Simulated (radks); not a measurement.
Values are calculated unless marked as measured or tabulated.
All-electron atom: Pb81+ in 1s1 (the NIST ground configuration). Code: a radial shooting solver on a logarithmic mesh with Libxc functionals. Model: scalar-relativistic Kohn-Sham, PBE, spin-unpolarised, spherical densities, point nucleus; without spin polarisation the odd electron is poorly described. Some entries of the table are withheld. Estimate them.

orbital,occ.,eigenvalue (eV),<r> (bohr),<1/r> (bohr^-1)
1s,1,-100801.7,(1),102.3
2s,0,-25662.69,0.06394,(2)
2p,0,(3),(4),22.31

Answer. 
(1) 1s <r> (bohr): 0.01589
(2) 2s <1/r> (bohr^-1): 25.39
(3) 2p eigenvalue (eV): -23670.73
(4) 2p <r> (bohr): 0.05708
